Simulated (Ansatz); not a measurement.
(CdO)6 prism (Cd6O6), relaxed as a singlet with RKS PBE0-D4/def2-SVP in Ansatz, starting from the GFN2-xTB geometry. Force threshold 0.03 eV/Å.

In the def2 sets Cd takes a core potential; there is no spin–orbit coupling.

Start:

```
atom    x (Å)    y (Å)    z (Å)
 Cd1   0.1755   1.3817  -1.7430
  O2   1.7667   0.0321  -1.7219
 Cd3   1.0788  -1.7412  -0.8624
  O4  -0.7897  -2.3127  -0.1289
 Cd5  -2.1128  -0.7126  -0.3195
  O6  -1.8054   1.1895  -1.1175
 Cd7  -1.0788   1.7420   0.8610
  O8   0.7912   2.3126   0.1294
 Cd9   2.1132   0.7120   0.3214
 O10   1.8040  -1.1906   1.1160
Cd11  -0.1758  -1.3816   1.7436
 O12  -1.7667  -0.0311   1.7218
```

Task: Estimate the energy that the relaxation releases and the steps that it takes.

Result: 0.30 eV, in 3 steps; 56 s on 4 threads of Arm Neoverse V1 on a shared host. No frequencies were taken in this run, so the end may be a saddle point.

Task: Does the start keep its bonding and symmetry?

Result: By distances, no bond broke or formed. The bond that changes most is Cd3–O10, from 2.18 to 2.29 Å (atoms count from 1). Point group Ci at the start, D3d at the end, both within 0.05 Å.

Task: Predict the relaxed structure.

Result: 
```xyz
12

Cd    0.144    1.345   -1.810
O     1.777    0.026   -1.750
Cd    1.052   -1.767   -0.931
O    -0.801   -2.355   -0.138
Cd   -2.104   -0.729   -0.404
O    -1.844    1.219   -1.146
Cd   -1.052    1.767    0.931
O     0.801    2.355    0.138
Cd    2.103    0.729    0.405
O     1.844   -1.219    1.146
Cd   -0.144   -1.345    1.809
O    -1.777   -0.026    1.750
```
Bond lengths (bridged metal pairs left out): 18 × Cd–O 2.10 to 2.29 Å.
